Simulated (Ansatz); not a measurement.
Steps of a relaxation of `CB([SiH3])CCl` with RKS PBE-D4/def2-SVP.

```sh
$ ansatz run in.yaml --threads 4 --pin off --events-out ev --progress --plain --max-ram 10444MiB
```

```yaml
crystal:
  periodic: [false, false, false]
  atoms:
    - {symbol: C, position_ang: [-1.490000, -0.413500, -0.506400]}
    - {symbol: B, position_ang: [-0.096600, 0.061900, -0.013200]}
    - {symbol: Si, position_ang: [1.151900, -1.285600, 0.545000]}
    - {symbol: C, position_ang: [0.370400, 1.616900, 0.066500]}
    - {symbol: Cl, position_ang: [0.311700, 2.311300, -1.578100]}
    - {symbol: H, position_ang: [-2.310100, 0.106600, 0.132300]}
    - {symbol: H, position_ang: [-1.660300, -0.020500, -1.557800]}
    - {symbol: H, position_ang: [-1.607700, -1.455200, -0.491600]}
    - {symbol: H, position_ang: [1.539200, -1.041600, 2.010500]}
    - {symbol: H, position_ang: [0.596200, -2.624100, 0.433600]}
    - {symbol: H, position_ang: [2.385300, -1.189200, -0.248400]}
    - {symbol: H, position_ang: [1.323000, 1.731100, 0.537200]}
    - {symbol: H, position_ang: [-0.492600, 2.167300, 0.685000]}
basis:
  gaussian: {orbitals: def2-SVP}
hamiltonian: {xc: pbe, dispersion: d4}
relax: {f_tol: 0.03, max_steps: 200}
```

Positions (Å) and forces (eV/Å) along the path, 12 of 26 steps:

```xyz
13
step=1 energy=-23258.1727 eV
C    -1.490   -0.413   -0.506   -0.862    3.201   -0.122
B    -0.097    0.062   -0.013   -0.373    1.492   -0.396
Si    1.152   -1.286    0.545    0.931   -0.188    1.314
C     0.370    1.617    0.067   -3.610   -0.448    0.787
Cl    0.312    2.311   -1.578    0.237    0.144   -0.360
H    -2.310    0.107    0.132    0.812   -0.641   -0.735
H    -1.660   -0.021   -1.558    0.008   -0.192    0.583
H    -1.608   -1.455   -0.492   -0.485   -2.103    0.024
H     1.539   -1.042    2.010   -0.013   -0.090   -0.291
H     0.596   -2.624    0.434   -0.259   -1.006   -0.037
H     2.385   -1.189   -0.248    0.687   -0.004   -0.361
H     1.323    1.731    0.537    1.218    0.586    0.391
H    -0.493    2.167    0.685    1.708   -0.751   -0.797
13
step=6 energy=-23258.6636 eV rejected
C    -1.576   -0.323   -0.551   -0.381    0.171   -0.097
B    -0.147    0.036   -0.027    0.063   -0.063    0.030
Si    1.229   -1.331    0.610   -0.051    0.057   -0.036
C     0.288    1.562    0.090   -0.148    0.333   -0.147
Cl    0.413    2.136   -1.659   -0.004   -0.173    0.304
H    -2.313   -0.014    0.254    0.329   -0.177   -0.338
H    -1.843    0.306   -1.446    0.066   -0.272    0.373
H    -1.742   -1.400   -0.776   -0.049    0.235    0.031
H     1.604   -1.031    2.045   -0.009    0.000    0.008
H     0.804   -2.774    0.535   -0.007   -0.007   -0.010
H     2.499   -1.165   -0.192    0.010   -0.007   -0.009
H     1.280    1.752    0.541   -0.016    0.062    0.012
H    -0.475    2.211    0.590    0.198   -0.162   -0.120
13
step=7 energy=-23258.6708 eV
C    -1.565   -0.326   -0.550   -0.086    0.048   -0.041
B    -0.137    0.037   -0.020    0.032   -0.031   -0.001
Si    1.231   -1.334    0.608   -0.018    0.023   -0.017
C     0.286    1.570    0.092   -0.059    0.112   -0.030
Cl    0.351    2.167   -1.637    0.020   -0.068    0.089
H    -2.311    0.051    0.195    0.075   -0.052   -0.048
H    -1.789    0.240   -1.484    0.001   -0.046    0.093
H    -1.761   -1.403   -0.713   -0.015    0.034   -0.004
H     1.608   -1.046    2.044   -0.002    0.000    0.005
H     0.789   -2.772    0.526   -0.002   -0.001   -0.005
H     2.502   -1.182   -0.196    0.003    0.000   -0.002
H     1.284    1.773    0.523   -0.005    0.020    0.009
H    -0.467    2.191    0.627    0.057   -0.039   -0.049
13
step=9 energy=-23258.6969 eV
C    -1.579   -0.315   -0.534   -0.255    0.093   -0.027
B    -0.142    0.043   -0.024    0.036    0.020   -0.031
Si    1.236   -1.325    0.590   -0.002    0.020   -0.043
C     0.273    1.577    0.097   -0.084    0.206   -0.021
Cl    0.537    2.014   -1.670   -0.007   -0.144    0.236
H    -2.286   -0.072    0.310    0.193   -0.098   -0.208
H    -1.891    0.351   -1.378    0.049   -0.169    0.220
H    -1.744   -1.378   -0.810   -0.005    0.160    0.029
H     1.602   -1.045    2.031   -0.005   -0.003    0.004
H     0.803   -2.766    0.498   -0.001    0.008   -0.012
H     2.511   -1.161   -0.205   -0.004   -0.006    0.006
H     1.228    1.798    0.616   -0.084    0.022   -0.035
H    -0.528    2.246    0.493    0.169   -0.108   -0.118
13
step=10 energy=-23258.7254 eV
C    -1.586   -0.306   -0.516   -0.357    0.097    0.014
B    -0.144    0.054   -0.019    0.043    0.081   -0.084
Si    1.242   -1.316    0.567    0.026    0.016   -0.024
C     0.259    1.589    0.110   -0.160    0.316    0.011
Cl    0.668    1.873   -1.669   -0.047   -0.153    0.324
H    -2.270   -0.145    0.371    0.235   -0.087   -0.294
H    -1.949    0.403   -1.306    0.089   -0.229    0.264
H    -1.735   -1.356   -0.853    0.009    0.206    0.051
H     1.599   -1.054    2.014   -0.004   -0.011    0.003
H     0.806   -2.755    0.459   -0.005    0.008   -0.017
H     2.525   -1.152   -0.215   -0.010    0.000    0.004
H     1.176    1.837    0.686   -0.161   -0.001   -0.088
H    -0.571    2.294    0.387    0.343   -0.243   -0.165
13
step=11 energy=-23258.7593 eV
C    -1.594   -0.300   -0.497   -0.365    0.101    0.008
B    -0.146    0.068   -0.021    0.045    0.109   -0.016
Si    1.249   -1.300    0.547    0.017    0.009   -0.027
C     0.245    1.602    0.124   -0.222    0.379   -0.033
Cl    0.787    1.724   -1.643   -0.090   -0.116    0.322
H    -2.253   -0.212    0.418    0.232   -0.059   -0.294
H    -2.003    0.440   -1.234    0.094   -0.232    0.229
H    -1.727   -1.333   -0.890    0.016    0.188    0.059
H     1.596   -1.070    2.003   -0.001   -0.012   -0.012
H     0.803   -2.735    0.413    0.003    0.003   -0.016
H     2.533   -1.134   -0.230    0.002   -0.007    0.017
H     1.125    1.878    0.746   -0.169   -0.027   -0.107
H    -0.595    2.338    0.278    0.438   -0.339   -0.130
13
step=13 energy=-23258.7966 eV
C    -1.600   -0.289   -0.471   -0.227    0.071   -0.012
B    -0.146    0.098   -0.020    0.015    0.080    0.096
Si    1.248   -1.277    0.543   -0.028   -0.025   -0.025
C     0.231    1.629    0.127   -0.081    0.224   -0.179
Cl    0.897    1.530   -1.602   -0.095   -0.033    0.162
H    -2.204   -0.362    0.476    0.154   -0.016   -0.189
H    -2.096    0.498   -1.089    0.071   -0.157    0.101
H    -1.696   -1.274   -0.977    0.009    0.103    0.053
H     1.577   -1.133    2.016   -0.010    0.014   -0.038
H     0.784   -2.699    0.337    0.021    0.000   -0.010
H     2.540   -1.095   -0.215    0.019   -0.021    0.043
H     1.070    1.948    0.776   -0.064   -0.027   -0.034
H    -0.586    2.390    0.113    0.216   -0.214    0.031
13
step=16 energy=-23258.8152 eV
C    -1.605   -0.276   -0.444    0.003   -0.004    0.005
B    -0.144    0.121   -0.018    0.026   -0.008   -0.007
Si    1.234   -1.272    0.552   -0.039    0.013    0.020
C     0.257    1.647    0.083    0.005    0.022    0.019
Cl    0.832    1.472   -1.658    0.010   -0.008   -0.008
H    -2.150   -0.497    0.505   -0.008   -0.006   -0.006
H    -2.166    0.530   -0.960    0.002   -0.011    0.015
H    -1.662   -1.207   -1.044   -0.007    0.011    0.009
H     1.443   -1.197    2.051   -0.020   -0.008   -0.019
H     0.814   -2.686    0.238    0.003   -0.003   -0.008
H     2.587   -1.046   -0.073    0.025    0.019   -0.001
H     1.125    1.966    0.690    0.005   -0.008   -0.019
H    -0.543    2.412    0.091   -0.006   -0.011    0.000
13
step=17 energy=-23258.8217 eV
C    -1.612   -0.272   -0.415   -0.019   -0.016    0.041
B    -0.140    0.129   -0.024   -0.004   -0.051    0.017
Si    1.228   -1.268    0.553    0.043   -0.005    0.066
C     0.275    1.651    0.054    0.047    0.033   -0.012
Cl    0.806    1.427   -1.700   -0.005    0.003    0.031
H    -2.127   -0.541    0.541    0.023    0.025   -0.078
H    -2.201    0.540   -0.892    0.018   -0.039    0.032
H    -1.665   -1.184   -1.045   -0.021    0.033    0.023
H     1.320   -1.273    2.074   -0.018   -0.016   -0.146
H     0.864   -2.676    0.131    0.043    0.089    0.015
H     2.622   -0.965    0.043   -0.085   -0.028    0.047
H     1.165    1.970    0.629   -0.014   -0.018   -0.024
H    -0.514    2.427    0.066   -0.009   -0.010   -0.014
13
step=18 energy=-23258.8231 eV
C    -1.622   -0.266   -0.383    0.087    0.006    0.013
B    -0.139    0.134   -0.027   -0.009   -0.022    0.023
Si    1.227   -1.258    0.557    0.145   -0.145    0.134
C     0.292    1.653    0.019    0.043    0.021   -0.030
Cl    0.783    1.383   -1.743   -0.007    0.004    0.061
H    -2.104   -0.574    0.573   -0.033   -0.002    0.026
H    -2.234    0.551   -0.817    0.003    0.006    0.000
H    -1.681   -1.157   -1.041   -0.024   -0.015   -0.011
H     1.196   -1.366    2.088    0.005    0.013   -0.335
H     0.934   -2.652    0.016    0.067    0.207    0.080
H     2.658   -0.894    0.175   -0.247   -0.057    0.084
H     1.199    1.972    0.566   -0.013   -0.017   -0.023
H    -0.488    2.438    0.031   -0.016    0.002   -0.023
13
step=25 energy=-23258.8501 eV
C    -1.645   -0.249   -0.268    0.021   -0.007    0.013
B    -0.142    0.137   -0.001   -0.004    0.002   -0.008
Si    1.238   -1.251    0.544    0.018   -0.037    0.018
C     0.313    1.650   -0.075   -0.005    0.007    0.021
Cl    0.798    1.231   -1.806    0.003   -0.004   -0.012
H    -2.119   -0.345    0.738   -0.006    0.002   -0.005
H    -2.221    0.520   -0.823   -0.003    0.001   -0.001
H    -1.783   -1.233   -0.760   -0.001    0.005    0.001
H     0.900   -1.807    1.913    0.009    0.016   -0.036
H     1.273   -2.433   -0.397   -0.001    0.028    0.018
H     2.639   -0.690    0.634   -0.030   -0.010   -0.001
H     1.225    1.993    0.445    0.000   -0.001   -0.004
H    -0.455    2.444   -0.131   -0.001   -0.002   -0.004
13
step=26 energy=-23258.8503 eV
C    -1.645   -0.249   -0.262    0.016    0.000    0.009
B    -0.141    0.138    0.001   -0.006   -0.006   -0.009
Si    1.238   -1.252    0.544    0.001    0.001    0.007
C     0.313    1.650   -0.079    0.000    0.005    0.019
Cl    0.799    1.224   -1.808    0.002   -0.002   -0.012
H    -2.118   -0.335    0.745   -0.006    0.001   -0.003
H    -2.220    0.516   -0.823   -0.004    0.001   -0.001
H    -1.784   -1.237   -0.746   -0.002    0.001   -0.001
H     0.888   -1.827    1.900    0.004    0.001   -0.010
H     1.287   -2.419   -0.413    0.000    0.007    0.006
H     2.633   -0.685    0.655   -0.004   -0.006    0.000
H     1.225    1.996    0.440    0.001    0.000   -0.003
H    -0.455    2.445   -0.139   -0.002   -0.002   -0.003
```

Run time 61 s (4 threads of an Arm Neoverse N1 on a shared host); peak host memory 0.17 GiB.
